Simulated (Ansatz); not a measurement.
Program: Ansatz. Geometries: PBE0-D4/def2-TZVP. ΔE: electronic, gas phase. CCSD(T)/CBS is the MP2 limit (def2-TZVPP, def2-QZVPP) plus CCSD(T) − MP2 in def2-TZVPP, frozen cores. Functionals use def2-TZVPP. B3LYP here is the variant with VWN-RPA as its local correlation; programs differ in this. For Ge outer-core shells are correlated without core-valence functions, which leaves a few kJ/mol of doubt a bond. Scalar relativity is left out up to krypton. One conformer a species, not always the lowest.

Reaction (ligand exchange at a Ge–N bond): `B[N]([GeH3])C=C` + `C=C(N)O` → `C=C(N)[O][GeH3]` + `BNC=C`

`B[N]([GeH3])C=C`:

Z-matrix (Å, degrees):
```
Ge
N 1 1.875
H 1 1.536 2 108.6
H 1 1.536 2 108.6 3 -119.5
H 1 1.528 2 105.9 3 120.2
C 2 1.397 1 118.6 3 59.8
B 2 1.402 1 120.6 3 -120.2
C 6 1.330 2 126.7 1 -0.0
H 6 1.087 2 113.2 1 180.0
H 7 1.198 2 118.8 1 180.0
H 7 1.196 2 119.5 1 0.0
H 8 1.081 6 119.8 2 -180.0
H 8 1.084 6 123.3 2 0.0
```

`C=C(N)O`:

```xyz
9

C    -0.033    1.152   -0.335
C    -0.144   -0.122    0.059
N     0.819   -0.860    0.710
O    -1.265   -0.870   -0.084
H     0.895    1.691   -0.216
H    -0.881    1.680   -0.750
H     0.780   -1.848    0.514
H     1.748   -0.479    0.655
H    -1.919   -0.345   -0.553
```

`C=C(N)[O][GeH3]`:

```xyz
12

C    -1.094   -1.614   -0.529
C    -0.605   -0.397   -0.287
N    -1.120    0.508    0.644
O     0.499    0.064   -0.909
Ge    1.776    0.868    0.083
H    -0.551   -2.297   -1.166
H    -2.036   -1.929   -0.102
H    -1.279    1.428    0.254
H    -1.943    0.170    1.118
H     1.357    2.309    0.413
H     2.977    0.856   -0.869
H     2.018    0.034    1.348
```

`BNC=C`:

```xyz
10

B    -0.040   -1.746    0.655
N    -0.116   -0.639   -0.190
C     0.114    0.686    0.163
C     0.035    1.723   -0.663
H     0.249   -1.570    1.802
H    -0.266   -2.828    0.203
H    -0.358   -0.769   -1.163
H     0.375    0.813    1.208
H    -0.224    1.606   -1.710
H     0.231    2.724   -0.304
```

(1) Is it downhill or uphill in electronic energy at CCSD(T)/CBS, and by how much? (Estimate.)

(2) What do these levels give: B3LYP-D4, ωB97X-V, ωB97M-V, CCSD(T)/def2-TZVPP, MP2/def2-QZVPP, HF/CBS(def2)? (Best estimate.)

Largest T1 diagnostic among the species: 0.013.

Results:

(1) Ansatz gave: Downhill: ΔE = -21.3 kJ/mol.

(2) Computed: B3LYP-D4 -29.8, ωB97X-V -27.1, ωB97M-V -25.8, CCSD(T)/def2-TZVPP -23.8, MP2/def2-QZVPP -19.2, HF/CBS(def2) -37.6 kJ/mol.

In def2-TZVPP, CCSD(T) changes the Hartree–Fock value by +13.6 kJ/mol (the triples alone add +1.4 kJ/mol) and MP2 by +16.8 kJ/mol. The D4 term adds +3.9 kJ/mol with B3LYP and +2.0 kJ/mol with PBE0; it sums over pairs of atoms, weighted by their polarisabilities, and B3LYP, whose exchange is more repulsive, gets the larger term.
